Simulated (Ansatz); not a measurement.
Consider the ligand exchange at a Ge–F bond: `[F][Ge]([SH])([Cl])[Cl]` + HCl → `[SH][Ge]([Cl])([Cl])[Cl]` + H–F.

Computed with Ansatz on PBE0-D4/def2-TZVP structures; ΔE is electronic, products minus reactants. CBS: MP2 limit from def2 TZ/QZ plus the TZ coupled-cluster correction, frozen cores. This one scheme is used for every species. Functionals use def2-TZVPP. B3LYP here is the variant with VWN-RPA as its local correlation; programs differ in this. For Ge outer-core shells are correlated without core-valence functions, which leaves a few kJ/mol of doubt a bond. Scalar relativity is left out up to krypton. One conformer a species, not always the lowest.

```csv
level,ΔE (eV)
revPBE,-0.05
B3LYP,0.00
CCSD/def2-TZVPP,-0.05
MP2/def2-QZVPP,-0.17
```

What does CCSD(T)/CBS give? (An estimate is asked.)

Computed: -0.12 eV. The listed levels differ from it by 0.07, 0.12, 0.07, -0.05 eV.

Largest T1 diagnostic among the species: 0.011.

From PBE to PBE0 (25 % exact exchange), in def2-TZVPP and without D4, ΔE moves by −0.04 eV. Leaving LDA and LC-ωPBE aside and taking each functional with its dispersion term where it has one, the values, not all of them listed here, spread over 0.15 eV, from HSE06-D4 to B97M-V.
